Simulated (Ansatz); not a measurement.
CH$_{6}$GaNOSi, SMILES `O/[C]([GaH2])=N/[SiH3]` at its PBE0-D4/def2-TZVP geometry, where that method's forces vanish. Charge 0, multiplicity 1.

```xyz
11

O    -0.5475    0.6432   -2.2759
C    -0.3175    0.2696   -1.0130
Ga    1.5686    0.4592   -0.3036
N    -1.2724   -0.1886   -0.2989
Si   -0.8042   -0.6188    1.2924
H    -1.4915    0.4881   -2.4527
H     1.9963    1.8443    0.2847
H     2.5755   -0.7071   -0.5745
H    -1.4617    0.1890    2.3462
H     0.7019   -0.3147    1.4095
H    -0.9475   -2.0642    1.5857
```

Question: What forces (eV/Å) does B3LYP-D4/def2-TZVPP give on these atoms in the Gaussian-basis code of Ansatz? (Estimate.)

Answer: The calculation gave: 
```
O1  -0.051  0.093 -0.309
C2   0.008 -0.047  0.146
Ga3  0.219  0.053 -0.010
N4  -0.014 -0.026  0.068
Si5 -0.038 -0.097  0.262
H6  -0.028  0.015 -0.064
H7  -0.005 -0.019 -0.013
H8  -0.013  0.020  0.000
H9   0.040 -0.056 -0.068
H10 -0.123 -0.030  0.007
H11  0.005  0.095 -0.017
```

B3LYP here is the variant with VWN-RPA as its local correlation; programs differ in this.
